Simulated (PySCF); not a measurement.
Species: N-methyl-4-piperidinol, C6H13NO.
Z-matrix (Å and degrees, PBE0-D3(BJ)/def2-SVP geometry), rows numbered from 1:
```
C 
N   1  1.4381
C   2  1.4464  1  112.55
C   3  1.5202  2  111.33  1  -173.45
C   4  1.5228  3  111.37  2   -55.67
O   5  1.4044  4  112.59  3   178.70
C   5  1.5230  4  109.51  3    52.59
C   2  1.4465  1  112.61  3   127.94
H   1  1.1145  2  113.30  3   -63.64
H   1  1.1009  2  110.17  3   175.77
H   1  1.1010  2  110.17  3    56.98
H   3  1.1174  2  111.29  1    64.43
H   3  1.1018  2  108.60  1   -52.20
H   4  1.1050  3  108.90  2    64.08
H   4  1.1009  3  110.60  2  -178.01
H   5  1.1049  4  108.32  3   -65.36
H   6  0.9639  5  107.47  4   -62.29
H   7  1.1009  5  109.78  4  -175.51
H   7  1.1049  5  108.61  4    67.21
H   8  1.1174  2  111.31  1   -64.42
H   8  1.1018  2  108.60  1    52.24
```

The closed-shell ground state was solved at several levels (PySCF, density fitting, gas phase, non-relativistic).

| level | basis functions | HOMO (eV) | LUMO (eV) | gap (eV) | dipole (D) |
| --- | --- | --- | --- | --- | --- |
| B3LYP/6-31G* | 138 | -5.75 | 2.09 | 7.84 | 1.47 |
| B3LYP/6-31G-J | 148 | -5.68 | 1.92 | 7.60 | 1.85 |
| PBE/pcSseg-1 | 201 | -4.88 | 0.48 | 5.36 | 1.52 |
| PBE0/pcSseg-1 | 201 | -6.23 | 1.34 | 7.57 | 1.59 |
| B3LYP/def2-TZVP | 326 | -6.06 | 0.78 | 6.84 | 1.54 |
| PBE0/def2-SVPD | 267 | -6.29 | 0.74 | 7.03 | 1.65 |

(1) What might B3LYP/pcJ-0 (143 basis functions) give for the same quantities?

(2) Over all these levels, which gives the widest orbital gap and which the narrowest?

(3) How much does the basis alone move the frontier levels among the 4 B3LYP rows (the withheld one included)?

(4) How far do the dipole and the HOMO energy spread over the levels?

Answers

(1) HOMO -5.74 eV, LUMO 2.05 eV, gap 7.79 eV, dipole 1.76 D.

(2) B3LYP/6-31G* (global hybrid, 20 % exact exchange) has the widest, 7.84 eV, and PBE/pcSseg-1 (GGA) the narrowest, 5.36 eV. Functional and basis both differ between the two, so the spread mixes both effects.

(3) The HOMO by 0.38 eV and the LUMO by 1.31 eV. By rising basis size (HOMO, LUMO in eV): 6-31G* -5.75, 2.09; pcJ-0 -5.74, 2.05; 6-31G-J -5.68, 1.92; def2-TZVP -6.06, 0.78.

(4) The dipole runs from 1.47 to 1.85 D (mean 1.63 D) and the HOMO from -6.29 to -4.88 eV.

One conformer stands for the species.
